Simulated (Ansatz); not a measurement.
Compare A (`C=C=C(F)N[SiH3]`) with its isomer B (`NC1(F)C=C[SiH2]1`).

Isolated molecules relaxed with PBE0-D4/def2-TZVP in Ansatz; ΔE leaves out vibrations. CCSD(T)/CBS adds triple-zeta CCSD(T) − MP2 to the extrapolated MP2 energy (def2 sets, frozen cores). DFT in def2-TZVPP. Each species was taken in one conformer, which may not be the lowest.

A:

```xyz
12

C    -1.850    0.530    1.326
C    -0.687    0.830    0.827
C     0.464    1.101    0.271
F     0.960    2.354    0.306
N     1.270    0.235   -0.430
Si    0.686   -1.248   -1.121
H    -1.976    0.288    2.379
H    -2.749    0.514    0.714
H     2.258    0.376   -0.278
H     0.269   -2.250   -0.104
H    -0.472   -0.939   -1.992
H     1.828   -1.792   -1.897
```

B:

```xyz
12

N    -1.589    0.722   -0.296
C    -0.316    0.532    0.264
F    -0.023    1.511    1.247
C     0.807    0.491   -0.748
C     1.391   -0.713   -0.668
Si    0.272   -1.246    0.713
H    -1.685    1.628   -0.741
H    -2.334    0.597    0.375
H     1.057    1.325   -1.407
H     2.209   -1.072   -1.278
H     0.881   -1.402    2.060
H    -0.670   -2.375    0.479
```

**Question.** Which is lower in electronic energy at CCSD(T)/CBS, and by how much? (Best estimate.)

**Answer.** Computed: B, by 35.6 kJ/mol.

**Question.** Give E(B) − E(A) in kJ/mol with CCSD/def2-TZVPP, PBE0-D4, CCSD(T)/def2-TZVPP, r2SCAN-D4, ωB97M-V, HF/def2-TZVPP, MP2/def2-TZVPP. (Best estimate.)

**Answer.** Ansatz gave: CCSD/def2-TZVPP -29.7, PBE0-D4 -37.4, CCSD(T)/def2-TZVPP -30.5, r2SCAN-D4 -23.3, ωB97M-V -34.4, HF/def2-TZVPP -12.5, MP2/def2-TZVPP -37.3. None reverses the order clearly.

Largest T1 diagnostic: 0.013.

In def2-TZVPP, CCSD(T) changes the Hartree–Fock value by −18.0 kJ/mol (the triples alone add −0.7 kJ/mol) and MP2 by −24.8 kJ/mol. From PBE to PBE0 (25 % exact exchange), in def2-TZVPP and without D4, E(B) − E(A) moves by −9.2 kJ/mol.
